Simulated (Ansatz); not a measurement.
C6H9ClO6Si (`CC(=O)O[Si](Cl)(OC(C)=O)OC(C)=O`) at its PBE0-D4/def2-TZVP geometry, where that method's forces vanish. The species carries charge 0 and has multiplicity 1.

```json
{"atom": "C1", "x (Å)": "1.139", "y (Å)": "-1.358", "z (Å)": "3.402"}
{"atom": "C2", "x (Å)": "1.291", "y (Å)": "-0.348", "z (Å)": "2.315"}
{"atom": "O3", "x (Å)": "1.608", "y (Å)": "0.798", "z (Å)": "2.454"}
{"atom": "O4", "x (Å)": "1.015", "y (Å)": "-0.880", "z (Å)": "1.099"}
{"atom": "Si5", "x (Å)": "1.018", "y (Å)": "-0.021", "z (Å)": "-0.304"}
{"atom": "Cl6", "x (Å)": "2.902", "y (Å)": "0.365", "z (Å)": "-0.900"}
{"atom": "O7", "x (Å)": "0.295", "y (Å)": "-1.098", "z (Å)": "-1.317"}
{"atom": "C8", "x (Å)": "-0.150", "y (Å)": "-0.789", "z (Å)": "-2.559"}
{"atom": "C9", "x (Å)": "-0.819", "y (Å)": "-1.954", "z (Å)": "-3.208"}
{"atom": "O10", "x (Å)": "-0.008", "y (Å)": "0.300", "z (Å)": "-3.036"}
{"atom": "O11", "x (Å)": "0.257", "y (Å)": "1.430", "z (Å)": "-0.209"}
{"atom": "C12", "x (Å)": "-1.036", "y (Å)": "1.557", "z (Å)": "0.175"}
{"atom": "C13", "x (Å)": "-1.470", "y (Å)": "2.982", "z (Å)": "0.180"}
{"atom": "O14", "x (Å)": "-1.707", "y (Å)": "0.607", "z (Å)": "0.465"}
{"atom": "H15", "x (Å)": "1.379", "y (Å)": "-0.908", "z (Å)": "4.362"}
{"atom": "H16", "x (Å)": "1.794", "y (Å)": "-2.209", "z (Å)": "3.206"}
{"atom": "H17", "x (Å)": "0.113", "y (Å)": "-1.733", "z (Å)": "3.405"}
{"atom": "H18", "x (Å)": "-1.153", "y (Å)": "-1.681", "z (Å)": "-4.205"}
{"atom": "H19", "x (Å)": "-1.667", "y (Å)": "-2.269", "z (Å)": "-2.596"}
{"atom": "H20", "x (Å)": "-0.124", "y (Å)": "-2.795", "z (Å)": "-3.255"}
{"atom": "H21", "x (Å)": "-0.831", "y (Å)": "3.550", "z (Å)": "0.859"}
{"atom": "H22", "x (Å)": "-1.336", "y (Å)": "3.403", "z (Å)": "-0.818"}
{"atom": "H23", "x (Å)": "-2.510", "y (Å)": "3.053", "z (Å)": "0.488"}
```

Task: For each bond, give half the difference of the two atoms' forces along it (eV/Å; positive pushes the atoms apart) under PBE-D4, r2SCAN-D4, B3LYP-D4, ωB97M-V in def2-TZVPP. (Best estimate.)

Result: The calculation gave: 
| bond | length (Å) | PBE-D4 | r2SCAN-D4 | B3LYP-D4 | ωB97M-V |
| --- | --- | --- | --- | --- | --- |
| C1–C2 | 1.492 | -0.29 | -0.10 | 0.00 | 0.09 |
| C2–O3 | 1.197 | 0.94 | 0.34 | 0.20 | 0.08 |
| C2–O4 | 1.355 | 0.24 | 0.25 | 0.16 | 0.13 |
| Si5–Cl6 | 2.013 | 0.05 | 0.02 | 0.10 | 0.02 |
| Si5–O7 | 1.646 | 0.14 | -0.05 | -0.06 | -0.03 |
| Si5–O11 | 1.642 | 0.12 | -0.05 | -0.01 | -0.03 |
| O7–C8 | 1.355 | 0.24 | 0.25 | 0.16 | 0.13 |
| C8–C9 | 1.492 | -0.29 | -0.10 | 0.00 | 0.09 |
| C9–H18 | 1.087 | 0.10 | -0.04 | -0.07 | -0.08 |
| C9–H19 | 1.092 | 0.10 | -0.02 | -0.06 | -0.09 |
| C9–H20 | 1.092 | 0.10 | -0.02 | -0.06 | -0.09 |
| C12–C13 | 1.490 | -0.29 | -0.11 | 0.00 | 0.08 |
| C13–H21 | 1.092 | 0.10 | -0.02 | -0.06 | -0.09 |
| C13–H23 | 1.087 | 0.10 | -0.04 | -0.06 | -0.08 |

B3LYP here is the variant with VWN-RPA as its local correlation; programs differ in this.

All numbers were calculated with Ansatz.
